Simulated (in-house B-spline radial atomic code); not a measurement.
Atomic self-consistent-field run: Zn⁴⁺ (an excited or competing configuration). Level of theory: Dirac-Hartree-Fock, average of configuration, Fermi nucleus of rms radius 3.9283 fm; calculated with an all-electron radial atomic-structure program (B-spline basis).

Command:
```bash
python run_scf.py task.json out
```
Settings (nuclear radius in fm, mass in u):
```
Z                30
configuration    [Ar] 3d7 5s1
hamiltonian      dirac
method           hf
spin_polarised   False
nucleus          fermi
rms_radius       3.9283
atomic_mass      63.92914
speed_of_light   137.035999084
```

Output (hartree, bohr):
```
 radial grid: 70 intervals, B-splines of order 8, outer radius 30.8511 bohr

 iter        energy (Eh)    residual
    1      -1770.3612427    7.44e-01
    2      -1783.1264668    5.66e-01
    3      -1787.7154008    1.61e-01
    4      -1788.1225183    4.35e-02
    5      -1788.1424688    2.10e-02
    6      -1788.1504121    5.69e-04
    7      -1788.1504149    4.78e-05
    8      -1788.1504149    7.46e-06
    9      -1788.1504149    7.03e-07
   10      -1788.1504149    1.02e-08

 total energy                    -1788.150415
 kinetic                           1822.55467
 electron-nucleus                 -4238.34265
 electron-electron                  627.63756

 first-order corrections (not in the total)
   Gaunt                            0.83883
   retardation                     -0.07690
   frequency dependence            -0.00271
   self-energy                      0.56064
   Uehling                         -0.05153
   Wichmann-Kroll                   0.00041
   recoil                           0.01154

 orbital      occ     eigenvalue          <r>       <r^2>       <1/r>     <1/r^2>       <r^4>       r_max    small
 1s1/2      2.000     -360.96571    0.0502839  0.00340223     30.2307     1883.45 2.98566e-05     0.03292  1.17e-02
 2s1/2      2.000      -48.63241     0.224936   0.0597445     6.65282      188.99  0.00621386      0.1888  2.26e-03
 2p1/2      2.000      -43.01899     0.195705   0.0470294     6.57727     60.9392  0.00448465      0.1504  2.22e-03
 2p3/2      4.000      -42.13141     0.199042   0.0485181     6.42303     56.4446  0.00474527      0.1531  2.19e-03
 3s1/2      2.000       -8.85325     0.664109    0.506427      2.1369     29.4565    0.404763      0.5827  5.17e-04
 3p1/2      2.000       -6.96090     0.681014    0.541781     2.01564     9.18914    0.491543      0.5812  4.72e-04
 3p3/2      4.000       -6.83363     0.689538    0.555184      1.9819     8.54855    0.515574      0.5885  4.63e-04
 3d3/2      2.800       -3.83207     0.730245    0.653861     1.72885     3.90996    0.876378      0.5428  3.67e-04
 3d5/2      4.200       -3.81471     0.733527    0.659582     1.72024     3.86585    0.891042      0.5452  3.64e-04
 5s1/2      1.000       -1.03859      3.65734      14.945     0.36614     1.30232     305.976       3.605  3.77e-05
```

Run time, properties included: 0.86 s on 1 thread of Intel(R) Xeon(R) 6975P-C, with other jobs on the host.

For the Dirac Hamiltonian the kinetic term is c α·p + (β - 1)c².
